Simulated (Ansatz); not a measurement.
`SB[B]1[CH2][GeH2]1` + H₂ → `[BH]1[CH2][GeH2]1` + `BS` at 298.15 K and 1 bar (hydrogenolysis of a B–B bond).

Calculated with Ansatz (gas phase, PBE0-D4/def2-TZVP geometries, no zero-point term in ΔE). CCSD(T)/CBS adds triple-zeta CCSD(T) − MP2 to the extrapolated MP2 energy (def2 sets, frozen cores). This one scheme is used for every species. For Ge outer-core shells are correlated without core-valence functions, which leaves a few kJ/mol of doubt a bond. Scalar relativity is left out up to krypton. One conformer a species, not always the lowest.

```
             species  CCSD(T)/CBS energy (Eh)  H − E (kJ/mol)  S (J/(mol·K))
`SB[B]1[CH2][GeH2]1`              -2565.09818           199.7          369.5
                  H₂                 -1.17544            35.1          130.4
 `[BH]1[CH2][GeH2]1`              -2141.89630           153.3          290.3
                `BS`               -424.38198            90.6          245.0
```

H − E and S are ideal-gas, rigid-rotor, harmonic terms from PBE0-D4/def2-TZVP, for one conformer and one mirror image of each species. For small species the MP2-based limit differs from directly extrapolated CCSD(T) by up to some mEh (0.8 for H₂); such offsets cancel only in part. 1 Eh = 2625.50 kJ/mol, R = 8.31446 J/(mol·K).

Question: By hand: ΔE, ΔH, ΔS and ΔG.

Answer: ΔE = (-2141.89630) + (-424.38198) − (-2565.09818) − (-1.17544) = -0.00466 Eh = -12.2 kJ/mol. Δ(H − E) = 153.3 + 90.6 − 199.7 − 35.1 = 9.1, so ΔH = -3.1 kJ/mol. ΔS = 290.3 + 245.0 − 369.5 − 130.4 = 35.4 J/(mol·K). ΔG = -3.1 − 298.15 × (35.4)/1000 = -13.7 kJ/mol.

Question: By hand: the equilibrium constant, and the temperature at which ΔG would vanish if ΔH and ΔS stayed fixed.

Answer: log₁₀ K = −ΔG/(RT ln 10) = 2.4. ΔH and −TΔS have one sign here, so there is no such temperature. One of them is within its doubt of zero, so this could turn.

TΔS isn't small against ΔH here. A doubt of 5 kJ/mol in ΔE shifts log₁₀ K by 0.9 here. Other conformers and mirror images would add mixing entropy, several J/(mol·K) or more a flexible species. These are equilibria of isolated gas molecules and say nothing of rates. Largest T1 diagnostic: 0.015 (customary marks: 0.02 for closed shells, 0.045 for open ones).
